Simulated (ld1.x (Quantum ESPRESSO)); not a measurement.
## Reading a pseudo-wave (Sc)

Columns: radius, all-electron u(r) and pseudo u(r) of the 3p shell (level -33.38 eV) of scandium in the configuration [Ne] 3s2 3p6 3d1 4s2 4p0; BLYP, scalar-relativistic, TM scheme, ld1.x (Quantum ESPRESSO) 7.5.

```tsv
r (bohr)	all-electron	pseudo
0.128	0.4435	-0.0449
0.255	0.4199	-0.1700
0.382	0.0357	-0.3523
0.510	-0.3856	-0.5599
0.638	-0.7051	-0.7528
0.765	-0.8976	-0.8969
0.893	-0.9830	-0.9750
1.020	-0.9890	-0.9854
1.148	-0.9440	-0.9435
1.275	-0.8706	-0.8706
1.402	-0.7837	-0.7837
1.530	-0.6927	-0.6927
1.658	-0.6041	-0.6041
1.785	-0.5223	-0.5223
1.912	-0.4482	-0.4482
2.040	-0.3818	-0.3818
2.168	-0.3236	-0.3236
2.295	-0.2734	-0.2734
2.422	-0.2304	-0.2304
2.550	-0.1933	-0.1933
2.678	-0.1618	-0.1618
2.805	-0.1354	-0.1354
2.932	-0.1131	-0.1131
3.060	-0.0941	-0.0941
3.188	-0.0783	-0.0783
3.315	-0.0652	-0.0652
```

Question: How many radial nodes do the two functions have?

Answer: The all-electron 3p function has n − l − 1 = 1; the pseudo-wave has 0, since the states of the same l below it are removed with the core.

Question: At about which radius was the pseudo-wave matched?

Answer: 1.35 bohr. The columns agree to 0.0005 from 1.15 bohr on; several derivatives are matched, so the curves merge somewhat inside the radius.

Question: Is the pseudo-wave norm-conserving?

Answer: Yes: the TM scheme keeps the norm inside the radius equal to the all-electron one, which fixes the energy derivative of the logarithmic derivative at the level.
